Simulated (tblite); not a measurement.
A tight-binding relaxation on `COC(=O)c1nnc(C)s1`.

Computed with GFN2-xTB geometry optimisation, gas phase (tblite 0.8.0). Start geometry: from a force field or distance geometry. A driver script takes a list of jobs; this job's settings line and coordinates (Å) are shown.

Command:
```bash
OMP_NUM_THREADS=1 python probes_run.py task.json out
```

Input:
```
{"job": {"kind": "relax", "xc": "GFN2-xTB", "basis": "xTB"}, "charge": 0, "multiplicity": 1}
C     -3.691400    -0.051300    -0.124800
O     -2.322800    -0.062800    -0.488600
C     -1.450800     0.030600     0.585200
O     -1.832500     0.141500     1.739400
C     -0.088800     0.004100     0.128100
N      0.276000    -0.103100    -1.143900
N      1.655700    -0.099500    -1.287200
C      2.280200     0.010100    -0.122700
C      3.752300     0.031200     0.051400
S      1.217300     0.114400     1.230600
H     -3.960900     0.895000     0.362100
H     -3.945400    -0.901100     0.524200
H     -4.292200    -0.133700    -1.032300
H      4.069300     0.971000     0.514800
H      4.248000    -0.038100    -0.916200
H      4.078500    -0.799400     0.686600
```

Output:
```
step      E/eV     max force
  0    -842.62794    2.780
  1    -842.87922    1.728
  2    -842.90293    1.128
  3    -842.91971    0.329
  4    -842.92904    0.316
  5    -842.93677    0.283
  6    -842.93930    0.117
  7    -842.94062    0.091
  8    -842.94166    0.094
  9    -842.94254    0.089
... (8 lines left out)
 18    -842.94525    0.017
 19    -842.94530    0.019
 20    -842.94534    0.020
 21    -842.94539    0.019
 22    -842.94543    0.018
 23    -842.94548    0.016
 24    -842.94551    0.012
 25    -842.94553    0.012
 26    -842.94554    0.011
 27    -842.94554    0.009
```

«max force» is the largest atomic force in eV/Å.

From which step on does the largest force stay under 0.1 eV/Å, and how much energy is left to gain from there?

From step 7 (0.091 eV/Å), 4.9 meV above the end.

Summary of the converged run: energy lowered by 7.3 kcal/mol over 27 steps; largest atomic force 0.009 eV/Å at the end.

Give the final coordinates.

0.041 Å rms from the input after alignment:
```
atom  x, y, z in Å
C1    -3.7142   -0.0498   -0.1259
O2    -2.3354   -0.0679   -0.4719
C3    -1.4864    0.0319    0.5447
O4    -1.8078    0.1336    1.7028
C5    -0.0821    0.0053    0.0999
N6     0.3436   -0.0976   -1.1133
N7     1.6525   -0.0953   -1.2213
C8     2.2810    0.0091   -0.0980
C9     3.7516    0.0342    0.0354
S10    1.2041    0.1205    1.2800
H11   -3.9651    0.8838    0.3824
H12   -3.9493   -0.8841    0.5386
H13   -4.2611   -0.1373   -1.0606
H14    4.0721    0.9640    0.5030
H15    4.2010   -0.0503   -0.9500
H16    4.0880   -0.7912    0.6610
```
Labels such as C1 count atoms from 1, the log's own numbers from 0.
